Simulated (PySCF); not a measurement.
C₈H₆S₃, SMILES c1cc(Sc2sccc2)cs1 (GFN2-xTB optimised geometry):

```
17

C     -0.337    -2.659     0.000
C      1.019    -2.659     0.000
S      1.674    -1.067     0.000
C      0.072    -0.389     0.035
S     -0.213     1.341    -0.027
C      1.159     1.914     0.931
C      1.537     1.368     2.185
C      2.602     2.013     2.717
S      3.151     3.303     1.718
C      1.938     2.963     0.552
C     -0.886    -1.358     0.019
H     -0.933    -3.554    -0.001
H      1.690    -3.495     0.007
H      1.032     0.540     2.649
H      3.099     1.818     3.645
H      1.859     3.554    -0.337
H     -1.938    -1.142     0.029
```

Computed with CAM-B3LYP/def2-SVP (PySCF).

Problem. What are the frontier orbital energies and the dipole moment?

Solution. HOMO-2 -8.47 eV, HOMO-1 -8.26 eV, HOMO -7.02 eV, LUMO 0.58 eV, LUMO+1 0.71 eV; dipole moment 1.21 D.

Meta-Löwdin charges at CAM-B3LYP/def2-SVP: C1 -0.13, C2 -0.23, S3 0.26, C4 -0.20, S5 0.13, C6 -0.10, C7 -0.13, C8 -0.23, S9 0.27, C10 -0.24, C11 -0.14, H12 0.11, H13 0.13, H14 0.12, H15 0.13, H16 0.13, H17 0.12.
